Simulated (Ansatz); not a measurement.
Input file for `Cl[B@H-]1[NH2+][B@@H-](Cl)[NH2+]1`:

```yaml
crystal:
  periodic: [false, false, false]
  atoms:
    - {symbol: Cl, position_ang: [-1.077387, -2.043931, -1.225634]}
    - {symbol: B, position_ang: [-0.533829, -0.961153, 0.139943]}
    - {symbol: N, position_ang: [0.998326, -0.557989, 0.032652]}
    - {symbol: B, position_ang: [0.530116, 0.949519, 0.205206]}
    - {symbol: Cl, position_ang: [1.202894, 2.051082, -1.085761]}
    - {symbol: N, position_ang: [-0.984116, 0.548961, -0.055959]}
    - {symbol: H, position_ang: [-0.812246, -1.372509, 1.230020]}
    - {symbol: H, position_ang: [1.402132, -0.751725, -0.878266]}
    - {symbol: H, position_ang: [1.612484, -0.924370, 0.747147]}
    - {symbol: H, position_ang: [0.701138, 1.345270, 1.322852]}
    - {symbol: H, position_ang: [-1.664977, 0.905648, 0.600648]}
    - {symbol: H, position_ang: [-1.297735, 0.755796, -0.998947]}
basis:
  gaussian: {orbitals: def2-SVP}
correlation: {method: ccsd_t}
```

```sh
$ ansatz run in.yaml --threads 4 --pin off --events-out ev --progress --plain --max-ram 11315MiB
```

The program prints (abridged):

```
Functional definition: HF
1200 factors; integrals over basis functions are off by at most 1.2e-3 eV
mean field evaluation 1: about -29400.1602 eV, gradient 3.3e1 eV
mean field evaluation 2: about -29400.2933 eV, gradient 3.3e1 eV
mean field evaluation 4: about -29403.2338 eV, gradient 3.6e0 eV
mean field evaluation 8: about -29403.2803 eV, gradient 1.3e-4 eV
mean field -29403.28032323 eV, -1080.5506216196 hartree, gradient 4.3e-6 eV, S^2 0.000000; 0 other end points of the search recorded, 0 dependent functions left out
14 core orbitals not correlated: weight in the atoms' cores, before any rotation towards them, 1.000 or more for the frozen orbitals, at most 0.000 for the correlated occupied ones
reference -29403.28032323 eV, -1080.5506216196 hartree; 18, 18 occupied and 90, 90 virtual orbitals, 1200 factors
second order -21.86614842 eV of doubles, -0.00000000 eV of singles
cycle   1  -22.89143683 eV  change    -1.0e0 eV  update   8.8e-2
cycle   2  -23.38965871 eV  change   -5.0e-1 eV  update   2.5e-2
cycle   3  -23.46908377 eV  change   -7.9e-2 eV  update   9.8e-3
cycle   4  -23.46652546 eV  change    2.6e-3 eV  update   2.1e-3
cycle   5  -23.46688785 eV  change   -3.6e-4 eV  update   6.4e-4
cycle   6  -23.46696309 eV  change   -7.5e-5 eV  update   1.6e-4
cycle   7  -23.46691327 eV  change    5.0e-5 eV  update   5.1e-5
cycle   8  -23.46691328 eV  change   -2.8e-9 eV  update   1.6e-5
perturbative correction -0.61928754 eV, -0.0227583974 hartree
Total energy: -29427.36652405 eV, -1081.4357731735 hartree
```

Hardware: 4 threads of an Arm Neoverse V1 on a shared host. Wall time 11 s, peak host memory 0.7 GiB.

The correlation energy is -24.086 eV, 2.6 % of it from (T); the T1 diagnostic reads 0.0088.
